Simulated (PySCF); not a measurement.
C₃H₁₀AsNSi.
Structure used (PBE0-D3(BJ)/def2-SVP), in Å, numbered top down from 1:
```xyz
16
C3H10AsNSi angstrom
C      0.4928    2.3145    0.7354
C      1.0643    1.1351    0.4722
C      0.9186    0.3590   -0.7906
Si    -0.2603   -1.1163   -0.5571
N      0.2477   -2.3096    0.5876
As    -2.2848   -0.2453    0.3146
H      0.6047    2.7970    1.7094
H     -0.1051    2.8407   -0.0163
H      1.6496    0.6515    1.2653
H      1.8892   -0.0479   -1.1263
H      0.5202    0.9856   -1.6067
H     -0.3965   -1.8060   -1.8784
H      0.9542   -3.0003    0.3642
H      0.2007   -2.1241    1.5824
H     -2.3726    0.8240   -0.7697
H     -3.1267   -1.2309   -0.4899
```

Computed with PySCF at CAM-B3LYP/def2-SVPD, non-relativistic, on one gas-phase PBE0-D3(BJ)/def2-SVP geometry that isn't relaxed in the solvent. The solvent is an IEF-PCM continuum (Bondi radii, 1.10 Å for H, scaled by 1.2). Only the electrostatic response of the medium enters. Spin–orbit coupling is left out although an atom past zinc is present.

Gas phase at CAM-B3LYP/def2-SVPD: HOMO -7.99 eV, LUMO 0.74 eV, dipole 1.68 D.

What does the continuum do to the energy, the frontier levels and the dipole at CAM-B3LYP/def2-SVPD in benzene and chloroform?

```tsv
solvent	ε	E(solvent) − E(gas) (kcal/mol)	polarisation term (kcal/mol)	distortion of the solute (kcal/mol)	HOMO (eV)	LUMO (eV)	dipole (D)
benzene	2.271	-1.86	-1.96	0.10	-7.93	0.85	1.93
chloroform	4.711	-3.01	-3.31	0.30	-7.92	0.89	2.09
```

The first energy column is the sum of the next two and covers electrostatics alone. From benzene to chloroform the lowering changes by a factor 1.62, Onsager's factor (ε − 1)/(2ε + 1) by 1.55 and ε itself by 2.1.

Which radius a makes the point-dipole formula ΔE = −[(ε − 1)/(2ε + 1)]·μ²/a³ give the value in chloroform, with the gas-phase dipole?

μ = 0.660 au and |ΔE| = 0.00480 Eh give a = 1.69 Å; the farthest nucleus lies 3.39 Å from the centroid of the nuclei, so such a sphere wouldn't even hold the nuclei. The formula assumes a rigid point dipole at the centre of a sphere.

Give the dipole vector in the frame of the coordinates (D, pointing from negative to positive charge), gas and chloroform.

Gas (1.56, -0.61, 0.02), solvent (1.94, -0.78, -0.11). Its length changes by +25 % and its direction by 4°.

How does the static polarisability (CAM-B3LYP/def2-SVPD, frozen core, with the continuum's full static response) change?

```json
{"medium": "gas", "isotropic (au)": "105.2", "principal values (au)": "90.5, 107.7, 117.3", "⟨r²⟩ of the electrons (bohr²)": "1294.0"}
{"medium": "benzene", "isotropic (au)": "123.1", "principal values (au)": "106.0, 124.7, 138.6", "⟨r²⟩ of the electrons (bohr²)": "1293.9"}
{"medium": "chloroform", "isotropic (au)": "136.1", "principal values (au)": "118.3, 136.2, 153.8", "⟨r²⟩ of the electrons (bohr²)": "1294.0"}
```

The isotropic value in chloroform is 1.29 times the gas-phase one; no cavity-field correction is applied. ⟨r²⟩ is taken about the centre of nuclear charge.
